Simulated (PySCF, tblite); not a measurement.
Compound: C5H9NSi.
Atom-mapped SMILES: `[CH:1]#[C:2][C@@H:3]1[CH2:4][CH2:5][Si@H:6]1[NH2:7]` (hydrogens: H8 on C1; H9 on C3; H10, H11 on C4; H12, H13 on C5; H14 on Si6; H15, H16 on N7)

Geometry (PBE0-D3(BJ)/def2-SVP, Å), atoms numbered from 1 in this order:
```
atom  x, y, z in Å
C1     2.5598   -1.8657    0.7727
C2     1.5242   -1.2325    0.7569
C3     0.3016   -0.4731    0.6950
C4    -0.9766   -1.1494    0.1138
C5    -1.7100    0.0836   -0.4683
Si6   -0.0133    0.8967   -0.6180
N7     0.1824    2.5816   -0.3449
H8     3.4753   -2.4259    0.7939
H9     0.0635   -0.0456    1.6865
H10   -1.5473   -1.7354    0.8520
H11   -0.6835   -1.8395   -0.6933
H12   -2.3201    0.5807    0.3048
H13   -2.3448   -0.0908   -1.3479
H14    0.7131    0.5796   -1.8819
H15    0.9865    3.0813   -0.7042
H16   -0.2281    3.0521    0.4526
```

Jobs on this species (16 atoms, 60 electrons) with PySCF (density fitting) and tblite. Hardware of each: one thread of an Intel Xeon 6975P-C, on a shared host. Other jobs ran on the host; a repeat could differ by tens of per cent or more.

Problem. Rank these jobs by wall time, shortest first.
A. GFN2-xTB; Hessian by finite differences
B. PBE0/pcSseg-1; shieldings, ring-centre shieldings, charges and field gradients; 171 basis functions
C. wB97X-D/def2-SVPD; 10 singlets by full TDDFT, 4 Tamm–Dancoff triplets, polarisability, dynamic polarisability, ΔSCF ions; 216 basis functions

Solution. A (0.57 s), B (23 s), C (2.5 min).

All jobs:

```json
{"level and settings": "GFN2-xTB", "work": "Hessian by finite differences", "basis functions": "–", "SCF cycles": "–", "wall time": "0.57 s"}
{"level and settings": "GFN2-xTB", "work": "L-BFGS relaxation", "basis functions": "–", "SCF cycles": "–", "wall time": "0.63 s"}
{"level and settings": "PBE0/pcSseg-1, IEF-PCM chloroform", "work": "shieldings, ring-centre shieldings, charges and field gradients", "basis functions": "171", "SCF cycles": "14", "wall time": "22 s"}
{"level and settings": "PBE0/pcSseg-1", "work": "shieldings, ring-centre shieldings, charges and field gradients", "basis functions": "171", "SCF cycles": "13", "wall time": "23 s"}
{"level and settings": "KT3/pcSseg-1", "work": "shieldings, ring-centre shieldings", "basis functions": "171", "SCF cycles": "14", "wall time": "30 s"}
{"level and settings": "wB97X-D/def2-SVPD, IEF-PCM chloroform", "work": "6 singlets by full TDDFT, polarisability", "basis functions": "216", "SCF cycles": "14", "wall time": "33 s"}
{"level and settings": "wB97X-D/def2-SVPD", "work": "10 singlets by full TDDFT, 4 Tamm–Dancoff triplets, polarisability, dynamic polarisability, ΔSCF ions", "basis functions": "216", "SCF cycles": "14", "wall time": "2.5 min"}
{"level and settings": "PBE0-D3(BJ)/def2-SVP, grid level 1", "work": "geometry optimisation from a GFN2-xTB start shaken at random", "basis functions": "147", "SCF cycles": "215", "wall time": "3.5 min"}
```

Problem. What do all jobs in the table cost together?

Solution. About 7.8 min; the longest takes about 45 % of that, and about 370 times as long as the shortest.
